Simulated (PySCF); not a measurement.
# Spinor energies of Cl⁵⁺ (chlorine, charge +5)

Start: [Ne] 3s2. Calculated with PySCF 2.14 in an even-tempered Gaussian basis (20 s from 0.051 bohr⁻², ratio 2.6; 14 p from 0.066 bohr⁻², ratio 2.6; 8 d from 0.067 bohr⁻², ratio 2.8; 4 f from 1.8 bohr⁻², ratio 2.8): generalised Hartree-Fock with the X2C-1e Hamiltonian and a Gaussian nucleus; spin-orbit coupling (SO) screened by Boettger's factors.

```json
{"spinor shell": "1s1/2", "electrons": "2", "ε, screened SO (eV)": "-2952.6", "weight of nominal j (screened SO)": "1.000", "rms radius, screened SO (bohr)": "0.105"}
{"spinor shell": "2s1/2", "electrons": "2", "ε, screened SO (eV)": "-374.69", "weight of nominal j (screened SO)": "1.000", "rms radius, screened SO (bohr)": "0.475"}
{"spinor shell": "2p1/2", "electrons": "2", "ε, screened SO (eV)": "-304.93", "weight of nominal j (screened SO)": "1.000", "rms radius, screened SO (bohr)": "0.447"}
{"spinor shell": "3s1/2", "electrons": "2", "ε, screened SO (eV)": "-95.149", "weight of nominal j (screened SO)": "1.000", "rms radius, screened SO (bohr)": "1.41"}
```

Question: Where does 2p3/2 lie, and what is the 2p spin-orbit splitting (screened SO)?

Answer: At -303.12 eV, 1.810 eV above 2p1/2.

```tsv
quantity	screened SO
E (hartree)	-453.82042
M_J	0
⟨J²⟩	0.000
⟨L²⟩	0.000
⟨S²⟩	0.000
```
